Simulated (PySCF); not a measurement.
A PySCF script (with the pyscf-properties extension) for the NMR shieldings of `ClB(Cl)Br`, BBrCl2, on a PBE0-D3(BJ)/def2-SVP geometry:

```python
import basis_set_exchange as bse
import numpy as np
from pyscf import gto, dft
from pyscf.prop import nmr

atoms = """
B     0.019958    0.034119    0.000628
Cl    1.760423    0.009615    0.026970
Cl   -0.826824    1.555296   -0.005096
Br   -0.953567   -1.599040   -0.022492
"""
names = dict.fromkeys(["B", "Cl", "Br"], "pcSseg-1")
basis = {el: gto.basis.parse(bse.get_basis(n, elements=[el], fmt="nwchem")) for el, n in names.items()}
mol = gto.M(atom=atoms, basis=basis, charge=0, verbose=0)
mf = dft.RKS(mol, xc="B3LYP")
mf.grids.level = 2
mf.grids.alignment = dft.numint.BLKSIZE   # the property module wants whole blocks of grid points
mf.conv_tol = 1e-9
mf.kernel()

calc = nmr.RKS(mf)   # GIAO
C = mf.mo_coeff
Co = C[:, mf.mo_occ > 0]
resp = mf.gen_response(singlet=True, hermi=2)
def vind(x):   # induced exchange potential for any number of trial vectors
    d = np.einsum("pi,xij,qj->xpq", C, 2 * x.reshape(-1, C.shape[1], Co.shape[1]), Co, optimize=True)
    return np.einsum("xpq,pi,qj->xij", resp(d - d.transpose(0, 2, 1)), C, Co, optimize=True).ravel()
mo1, _ = nmr.rhf.solve_mo1(calc, with_cphf=vind)
sigma = calc.kernel(mo1)
for i, s in enumerate(sigma):   # ppm
    print("%2d %-2s %9.2f" % (i, mol.atom_pure_symbol(i), np.trace(s) / 3))
```

Q: What are the results?

A: 
```
 0 B      38.12
 1 Cl    611.67
 2 Cl    612.08
 3 Br   2004.06
```

These numbers come from an equivalent density-fitted implementation of the same equations, which agrees with the script to about 0.01 ppm for H and up to a few tenths of a ppm for heavy atoms, so last digits may differ.

Q: Turn these shieldings into chemical shifts. Scale: BF3·OEt2 for $^{11}$B (97.83 ppm); HCl for $^{35}$Cl (930.46 ppm); $^{79}$Br (2544.71 ppm) against HBr (reference shieldings calculated alike).

A: Averaging equivalent atoms: B 0: 59.7; Cl 1/2: 319; Br 3: 541 ppm. 

Relativistic effects, spin–orbit coupling among them, are left out; they matter for Br and for the light atoms bonded to it.

Size and cost of the density-fitted run: 106 basis functions, 3.9 s wall time on 1 thread of an Arm Neoverse V2, shared host.
